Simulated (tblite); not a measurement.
A tight-binding relaxation on `Cl[CH2][GeH2][Ge@H]([Cl])[GeH3]`.

Computed with GFN2-xTB geometry optimisation, gas phase (tblite 0.8.0). Start geometry: from a force field or distance geometry. The command runs a driver script over a list of jobs; the input below is this job's line of settings and its coordinates in Å.

Command:
```bash
OMP_NUM_THREADS=1 python probes_run.py task.json out
```

Input:
```
{"job": {"kind": "relax", "xc": "GFN2-xTB", "basis": "xTB"}, "charge": 0, "multiplicity": 1}
Cl    -1.505500     2.323000     0.198200
C     -2.365400     0.809300    -0.151300
Ge    -1.208400    -0.660900     0.432000
Ge     0.751800    -0.613200    -0.930700
Cl     1.284300    -2.623400    -1.540500
Ge     2.517100     0.211200     0.436600
H     -3.266500     0.796900     0.506500
H     -2.624500     0.722800    -1.203200
H     -1.979200    -1.990500     0.258900
H     -0.789500    -0.381900     1.886100
H      0.521900     0.287400    -2.166400
H      2.157200     1.611300     0.976300
H      2.679200    -0.747100     1.663100
H      3.826800     0.254500    -0.387600
```

Output:
```
step      E/eV     max force
  0    -575.42507    1.249
  1    -575.48590    0.664
  2    -575.56061    0.948
  3    -575.59975    0.711
  4    -575.62568    0.346
  5    -575.63942    0.357
  6    -575.65427    0.471
  7    -575.66689    0.374
  8    -575.68324    0.464
  9    -575.69768    0.381
... (219 lines left out)
229    -575.84342    0.024
230    -575.84361    0.037
231    -575.84374    0.026
232    -575.84385    0.029
233    -575.84393    0.020
234    -575.84399    0.017
235    -575.84408    0.016
236    -575.84413    0.013
237    -575.84416    0.012
238    -575.84417    0.010
```

«max force» is the largest atomic force in eV/Å.

From which step on does the largest force stay under 0.1 eV/Å, and how much energy is left to gain from there?

From step 219 (0.026 eV/Å), 2.5 meV above the end.

Summary of the converged run: energy lowered by 9.7 kcal/mol over 238 steps; largest atomic force 0.010 eV/Å at the end.

Give the final coordinates.

1.386 Å rms from the input after alignment:
```
atom  x, y, z in Å
Cl1   -0.5049    1.2186    1.6963
C2    -1.8281    0.9340    0.5371
Ge3   -1.5655   -0.9278   -0.1225
Ge4    0.7847   -1.0952   -0.7482
Cl5    1.5591   -2.9510   -0.0973
Ge6    2.1831    0.7347   -0.0126
H7    -2.7637    1.0840    1.0700
H8    -1.7417    1.6902   -0.2402
H9    -2.6088   -1.1546   -1.2023
H10   -2.0014   -1.8144    1.0194
H11    0.8361   -1.2048   -2.2880
H12    1.6358    2.0830   -0.3784
H13    2.4934    0.7445    1.4514
H14    3.5212    0.6585   -0.7068
```

How long does this job take on Arm Neoverse V2, one thread, on a shared host?

About 2.0 s.
Labels such as C1 count atoms from 1, the log's own numbers from 0.
